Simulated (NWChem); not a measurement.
# BeHSI; SMILES [SH][Be][I]

```xyz
4

Be     0.0218     1.1162     0.0000
I      0.0082    -1.0550     0.0000
S      0.0490     3.0218     0.0000
H     -1.3030     3.0992     0.0000
```
Atoms are numbered in this order, from 1.

All runs: NWChem. Medium grid unless said otherwise, to which SCAN and Minnesota functionals are sensitive. All runs use the structure optimised with PBE0/def2-SVP. def2 effective core potentials on I; no spin-orbit coupling.

Q: Order these by “highest occupied level (eV)”, lowest first: PBE/def2-SVP; PW6B95/def2-SVP; MN15/def2-SVP; LC-wPBE (HJS exchange hole, range parameter 0.4 per bohr)/def2-SVP.

A: LC-wPBE (HJS exchange hole, range parameter 0.4 per bohr)/def2-SVP (-10.33), MN15/def2-SVP (-8.18), PW6B95/def2-SVP (-7.67), PBE/def2-SVP (-6.48)
